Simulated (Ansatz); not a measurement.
Cost and result for the atomization energy of `CCSB(O)O` (13 atoms, 12 bonds).

| atom | x (Å) | y (Å) | z (Å) |
| --- | --- | --- | --- |
| C1 | 1.595 | -0.375 | -0.725 |
| C2 | 1.060 | -0.357 | 0.694 |
| S3 | -0.566 | -1.144 | 0.882 |
| B4 | -1.704 | 0.120 | 0.231 |
| O5 | -3.015 | -0.234 | 0.183 |
| O6 | -1.342 | 1.369 | -0.190 |
| H7 | 1.669 | -1.400 | -1.093 |
| H8 | 0.943 | 0.170 | -1.412 |
| H9 | 2.590 | 0.078 | -0.768 |
| H10 | 1.024 | 0.656 | 1.107 |
| H11 | 1.719 | -0.923 | 1.356 |
| H12 | -3.566 | 0.480 | -0.150 |
| H13 | -0.406 | 1.560 | -0.116 |

The species carries charge 0 and has multiplicity 1. The structure was optimised at the PBE0-D4/def2-TZVP level. It is one conformer, not always the lowest. Program: Ansatz. All runs use 2 threads of an AMD EPYC 7R13 on a shared host and a share of an NVIDIA H100 80 GB. Times are those of one run each, without the atoms' runs, and a repeat can differ threefold. Electronic energies, without spin–orbit coupling; frozen cores. CCSD(T)/CBS adds CCSD(T) − MP2 in def2-TZVPP to the MP2 limit, and its time is that of the two runs behind it. T1 = 0.012. B3LYP takes the VWN-RPA correlation (the form of Gaussian; ORCA's B3LYP/G).

CCSD(T)/CBS is a level of theory with its own doubt, some kJ/mol a heavy atom from the limit and from the frozen cores, so smaller differences don't rank the functionals.

| level | functions | wall time | atomization (kJ/mol) | difference from CCSD(T)/CBS | per bond |
| --- | --- | --- | --- | --- | --- |
| B3LYP-D4/def2-TZVPP (with forces) | 295 | 4.2 s | 5241.6 | -8.4 | -0.7 |
| B2PLYP/def2-TZVPP | 295 | 4.8 s | 5195.7 | -54.3 | -4.5 |
| MP2/def2-QZVPP | 565 | 5.5 s | 5311.7 | 61.7 | 5.1 |
| ωB97M-V/def2-TZVPP (with forces) | 295 | 5.5 s | 5276.2 | 26.2 | 2.2 |
| PBE-D4/def2-TZVPP (with forces) | 295 | 6 s | 5369.8 | 119.8 | 10.0 |
| ωB97X-V/def2-TZVPP | 295 | 6 s | 5256.2 | 6.2 | 0.5 |
| r2SCAN-D4/def2-TZVPP (with forces) | 295 | 7 s | 5279.6 | 29.6 | 2.5 |
| PBE0-D4/def2-TZVPP | 295 | 7 s | 5269.0 | 19.0 | 1.6 |
| CCSD(T)/def2-TZVPP | 295 | 7.5 s | 5117.8 | -132.2 | -11.0 |
| CCSD(T)/CBS(def2) | – | 13 s | 5250.0 | 0.0 | 0.0 |

The D4 term adds +44.3 kJ/mol with B3LYP and +23.3 kJ/mol with PBE0; it sums over pairs of atoms, weighted by their polarisabilities, and B3LYP, whose exchange is more repulsive, gets the larger term. In def2-TZVPP, CCSD(T) changes the Hartree–Fock value by +1269.4 kJ/mol (the triples alone add +80.3 kJ/mol) and MP2 by +1385.8 kJ/mol; breaking electron pairs costs correlation energy, which Hartree–Fock lacks. From PBE to PBE0 (25 % exact exchange), in def2-TZVPP and without D4, the atomization energy moves by −96.5 kJ/mol: exact exchange takes away binding that semilocal exchange gives to molecules.
